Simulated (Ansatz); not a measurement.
Consider the homolysis of the B–Ge bond: `Cl[B](Cl)[GeH3]` → `Cl[B]Cl`• + `[GeH3]`•.

Program: Ansatz. Geometries: PBE0-D4/def2-TZVP. ΔE: electronic, gas phase. CCSD(T)/CBS adds triple-zeta CCSD(T) − MP2 to the extrapolated MP2 energy (def2 sets, frozen cores). This one scheme is used for every species. DFT in def2-TZVPP. B3LYP here is the variant with VWN-RPA as its local correlation; programs differ in this. No spin–orbit coupling; open shells (•) take unrestricted orbitals. For Ge outer-core shells are correlated without core-valence functions, which leaves a few kJ/mol of doubt a bond. Scalar relativity is left out up to krypton.

| level | ΔE (kJ/mol) |
| --- | --- |
| BLYP-D4 | 328.3 |
| B3LYP | 321.6 |
| r2SCAN0 | 321.2 |
| HF/def2-SVP | 251.8 |

Question: What does CCSD(T)/CBS give? (Best estimate.)

Answer: Ansatz gave: +359.0 kJ/mol. The listed levels differ from it by -30.7, -37.4, -37.8, -107.2 kJ/mol.

Largest T1 diagnostic among the species: 0.015.

Leaving LDA and LC-ωPBE aside and taking each functional with its dispersion term where it has one, the values, not all of them listed here, spread over 33.3 kJ/mol, from r2SCAN0-D4 to ωB97X-V. LDA lies +54.2 kJ/mol from PBE without D4, its usual overbinding. In def2-TZVPP, CCSD(T) changes the Hartree–Fock value by +101.2 kJ/mol (the triples alone add +7.6 kJ/mol) and MP2 by +107.8 kJ/mol; breaking electron pairs costs correlation energy, which Hartree–Fock lacks.
